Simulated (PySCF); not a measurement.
Predicted microwave data (CAM-B3LYP/def2-SVPD in PySCF (dipole) on a GFN2-xTB geometry, gas phase) for one isomer of C7H10Si:

* Rotational constants: A = 3209, B = 1333, C = 958.2 MHz
* Dipole components: |μa| = 0.15 D, |μb| = 0.55 D, |μc| = 0.00 D
* Inertial defect: -9.09 u·Å²
* κ: -0.67

**Question.** Which candidate fits, each taken in the one conformer that was computed?
A. `[CH2:1]=[CH:2][CH2:3][C:4]1=[CH:5][CH:6]=[CH:7][SiH2:8]1` with C1–C2–C3–C4 -115°, C2–C3–C4–C5 -107°
B. `[CH2:1]=[C:2]([CH3:3])[C:4]1=[CH:5][CH:6]=[CH:7][SiH2:8]1` with C1–C2–C4–C5 180°
C. `[SiH3:1][CH2:2][C@@:3]12[CH:4]=[CH:5][C@H:6]3[C@@H:7]1[C@@H:8]23` with Si1–C2–C3–C4 68°

**Answer.** B. It is C=C(C)C1=CC=C[SiH2]1, an asymmetric top, point group Cs. The candidates at the same level (rigid rotor, commonest isotopes):

```json
{"SMILES": "[SiH3]C[C@@]12C=C[C@H]3[C@@H]1[C@H]32", "A (MHz)": "4047", "B (MHz)": "1179", "C (MHz)": "1069", "μa (D)": "0.27", "μb (D)": "1.03", "μc (D)": "0.18", "Δ (u·Å²)": "-80.72", "point group": "C1", "rotor": "near-prolate asymmetric top"}
{"SMILES": "C=CCC1=CC=C[SiH2]1", "A (MHz)": "3511", "B (MHz)": "1116", "C (MHz)": "925.8", "μa (D)": "0.02", "μb (D)": "0.35", "μc (D)": "0.03", "Δ (u·Å²)": "-50.92", "point group": "C1", "rotor": "asymmetric top"}
{"SMILES": "C=C(C)C1=CC=C[SiH2]1", "A (MHz)": "3209", "B (MHz)": "1333", "C (MHz)": "958.2", "μa (D)": "0.15", "μb (D)": "0.55", "μc (D)": "0.00", "Δ (u·Å²)": "-9.09", "point group": "Cs", "rotor": "asymmetric top"}
```

`C=CCC1=CC=C[SiH2]1` has B 16 % too low; `[SiH3]C[C@@]12C=C[C@H]3[C@@H]1[C@H]32` has A 26 % too high. In the right answer the mirror of this Cs structure is the ab plane, so μc vanishes by symmetry. No structure here is proved a minimum.
